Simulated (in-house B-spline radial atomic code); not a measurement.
RPA and G0W0 on Hartree-Fock: B4+

Configuration 1s1, highest spin, mean-field start Hartree-Fock. Computed with an all-electron radial atomic-structure program (B-spline basis): all electrons, scalar-relativistic (spin-free one-electron X2C), finite nucleus, each spin shell either full or empty, empty states to l = 9 with an (l + 1/2)⁻⁴ tail; G0W0 by contour deformation at full frequency.

With one electron the exact correlation energy is zero, so what RPA and GW give is self-correlation.

Command:
```bash
python run_gw.py task.json out
```
Settings (radii: box in bohr, nucleus in fm):
```
Z                        5
electrons                1
configuration            1s1
hamiltonian              x2c
method                   hf
lmax                     9
rms_radius               2.406
spin_polarised           True
box_radius               11.96
intervals                70
ion_configuration        bare nucleus
```

Run time, properties included: 0.7 s on 1 thread of Arm Neoverse V1, on a shared host.

Energies (hartree):

```tsv
term	value
mean-field total	-12.50416
Hartree-Fock functional on these orbitals	-12.50416
direct second order	-0.021333
second-order exchange	0.021333
SOSEX correction	0.020867
```

(1) What is the RPA correlation energy, and what remains with SOSEX?

Quasi-particle levels (eV):

| level | occupied | mean field | Σx - vxc | Σc | QP weight | G0W0 |
| --- | --- | --- | --- | --- | --- | --- |
| 1s up | yes | -340.26 | 0.00 | ? | ? | ? |
| 1s down | no | -256.80 | 0.00 | -2.22 | 0.996 | -259.02 |

G0W0 = mean field + (Σx - vxc) + Σc, with Σc (partial-wave tail included) taken at the quasi-particle energy.

(2) Where does G0W0 put 1s up?

(3) What does it cost to remove one electron (to the bare nucleus) by differences of total energies, each species on its own start (correlation terms add to the Hartree-Fock functional)?

Results:

(1) RPA gives -0.020867 hartree (-0.568 eV per electron); RPA + SOSEX gives 0, and the second-order doubles (MP2) 0 hartree. SOSEX takes back 100 % of the RPA value.

(2) At -340.13 eV, with Σc = 0.12 eV and a quasi-particle weight of 0.996. The tabulated removal energy is 340.226 eV (NIST, tabulated theory).

(3) Hartree-Fock functional 340.26 eV, + RPA 340.82 eV, + RPA + SOSEX 340.26 eV, + second order 340.26 eV. Tabulated: 340.226 eV (NIST, tabulated theory).
